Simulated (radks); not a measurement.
Results of a calculation; reference values are marked as such.
Species: Er12+. Configuration: [Kr] 4d10 4f8 5s2 (the NIST ground configuration).

Level of theory: non-relativistic Kohn-Sham, TPSS, spin-polarised, spherical densities, point nucleus; open shells are filled with parallel spins first (spin-orbit coupling, left out, can overturn this in heavy ions); meta-GGA in the generalised Kohn-Sham scheme; relativity is left out, which matters for an element this heavy (a radial shooting solver on a logarithmic mesh with Libxc functionals).

Energy parts (hartree):
total: -12457.6062
kinetic: 12454.5206
electron-nucleus: -29134.7737
Hartree: 4480.0307
exchange-correlation: -257.3838

Orbitals (lengths in bohr, moments of r in powers of bohr; <r^-3> diverges for s and p1/2):
orbital  occ.  eigenvalue (hartree)  <r^-3>
1s down     1             -1973.737       -
1s up       1             -1973.736       -
2s up       1             -325.6049       -
2s down     1             -325.6029       -
2p up       3             -311.0615   10850
2p down     3             -311.0604   10850
3s up       1             -79.44293       -
3s down     1             -79.31012       -
3p up       3             -72.86303    2256
3p down     3             -72.73881    2263
3d up       5             -60.64164   390.9
3d down     5             -60.54604   392.0
4s up       1             -22.26277       -
4s down     1             -22.01727       -
4p up       3             -19.59865   515.6
4p down     3             -19.35092   512.5
4d up       5             -14.80884   77.70
4d down     5             -14.55705   77.07
4f up       7              -8.71652   14.91
5s up       1              -8.68816       -
5s down     1              -8.56809       -
4f down     1              -8.46030   14.71
5p up       0              -7.75356   120.6
5p down     0              -7.64616   116.5
6s up       0              -4.69512       -
6s down     0              -4.65653       -

The highest occupied level is 4f down at -230.22 eV. Spin moment in Bohr magnetons: 6. For comparison, the ionisation energy in NIST's Atomic Spectra Database is 268 eV (theoretical). In exact Kohn-Sham theory the highest level is minus the ionisation energy, but local and semilocal functionals leave it too shallow, through self-interaction and a potential that decays too fast; potentials with the right tail come closer. The electron density at the nucleus is 2.246e+05 e/bohr^3. Summed over all electrons, <r^2> = 14.01 bohr^2, which gives a Langevin (diamagnetic) susceptibility term of -11.1 x 10^-6 cm^3/mol. The density falls to 0.001 e/bohr^3 at r = 2.20 bohr. The spin density at the nucleus is -0.375 e/bohr^3 (1s 0.015, 2s -0.414, 3s -7.093, 4s 2.890, 5s 4.227).
